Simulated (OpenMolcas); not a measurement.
# Ti2+: ligand-field states by method

Ti2+ with 3 ligands (bromide) in trigonal planar coordination (D3h) at 2.42 Å. A charge of +0.333 e stands 2.6 Å behind each ligand. Ligand basis ANO-RCC-VDZP.

```json
{
 "Program": "OpenMolcas 26.06",
 "Basis": "ANO-RCC-VDZP [5s4p2d1f]",
 "Scalar Hamiltonian": "DKH2, point nucleus",
 "Active space": "2 electrons in 5 orbitals (3d)",
 "State averaging": "2S+1 = 3 even, 10 roots; 2S+1 = 1 even, 15 roots",
 "Spin-orbit coupling": "RASSI with atomic mean-field integrals over the reference wave functions"
}
```

I. CASSCF
II. SS-CASPT2, IPEA 0.25 Eh, imaginary shift 0.1 Eh (closed shells correlated: 3s 3p and the ligand valence shells)

Spin-free states (labels of D3, the rotations of D3h) in cm-1, each column counted from its own energy of the first state listed:

```
State  Degeneracy      I     II
   3E           2      0      0
  3A2           1     28   1320
   3E           2   2489   3080
  3A1           1   4522   5060
  3A2           1   4612   5110
   1E           2   9264   6650
  1A1           1   9664   7310
   1E           2  10658   7790
   3E           2  12574  10290
   1E           2  15278  12160
   1E           2  15301  12560
  1A1           1  15511  12570
  1A1           1  19149  16850
  1A2           1  19617  17200
  3A2           1  20386  19280
   1E           2  25031  23330
  1A1           1  40129  31300
```

From I to II, I's first state of another spin (1E) moves from 9264 to 6650 cm-1, by about -2600 cm-1.

χT at 300 K: I 1.21, II 1.10 cm3 K/mol.

Roots that are degenerate in the reference are averaged as groups; the widest CASPT2 spread within a group is 210 cm-1 (the 2-fold group of multiplicity 3 near 3080 cm-1 above the lowest state of its run, II). Shifts and gaps below about the spread of the groups concerned are not significant. An orbital doublet at a regular site is open to a Jahn-Teller distortion, which this geometry leaves out. Ligand-to-metal charge-transfer states are missing. With no ligand orbital active B as a rule stays too high, so bands that hang on it stand too high and its fall with covalency is understated. Spin-orbit coupling mixes the spin-free states strongly: the lowest level takes only 59 % from its leading state, 3E (holds for I). Without dynamic correlation the repulsion within the d shell is too large (B by tens of per cent), so at a given field states of lower spin stand too high (holds for I). With metal d orbitals alone and no dynamic correlation the field as a rule comes out too small, by tens of per cent, by up to half for chloride and softer ligands (holds for I). The distance lies 6 % under the 2.58 Å that this model takes as the normal distance (a Shannon-type radius plus a fixed donor radius); by an R⁻⁵ law this alone changes a d-shell field by about +38 %. No measured value stands beside these numbers; the geometry was imposed, not optimised, and the real ion may take another.
